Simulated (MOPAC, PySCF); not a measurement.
Cl3Ga, SMILES `[Cl][Ga]([Cl])[Cl]`, neutral singlet in the gas phase. 

Z-matrix (Å, degrees):
```
Ga
Cl 1 2.1271
Cl 1 2.1271 2 120.00
Cl 1 2.1271 2 120.02 3 180.00
```
Charge 0, multiplicity 1.

All levels are single points at this geometry (B3LYP-D3(BJ)/def2-TZVP); Pople sets use spherical d functions. Orbital energies aren't observables, and empty levels follow the basis.

| level | HOMO (eV) | LUMO (eV) | gap (eV) | dipole (D) | vertical IE, Delta-SCF (eV) |
|---|---|---|---|---|---|
| PBE-D3(BJ)/def2-TZVP in PySCF | -8.01 | -3.04 | 4.98 | 0.00 | – |
| TPSSh-D3(BJ)/def2-TZVP in PySCF | -8.71 | -2.52 | 6.18 | 0.00 | – |
| B3LYP/3-21G in PySCF | -9.38 | -2.82 | 6.55 | 0.00 | – |
| B3LYP/6-311+G** (LANL2DZ on Ga) in PySCF | -9.31 | -2.56 | 6.76 | 0.00 | – |
| B3LYP/6-31G* in PySCF | -9.12 | -2.56 | 6.56 | 0.00 | 11.37 |
| M06-2X/6-31G* in PySCF | -10.79 | -1.32 | 9.46 | 0.00 | – |
| PBE/6-31G* in PySCF | -8.00 | -3.19 | 4.80 | 0.00 | 10.90 |
| SVWN5/6-31G* in PySCF | -8.11 | -3.46 | 4.65 | 0.00 | 11.06 |
| HF/6-31G* in PySCF | -12.83 | 1.16 | 13.98 | 0.00 | 12.19 |
| HF/STO-3G in PySCF | -10.52 | 3.21 | 13.74 | 0.00 | – |
| PM3 in MOPAC | -11.42 | -4.22 | 7.20 | 0.00 | – |
| PM6 in MOPAC | -11.76 | -2.37 | 9.39 | 0.00 | – |
| PM7 in MOPAC | -12.00 | -1.37 | 10.63 | 0.00 | – |
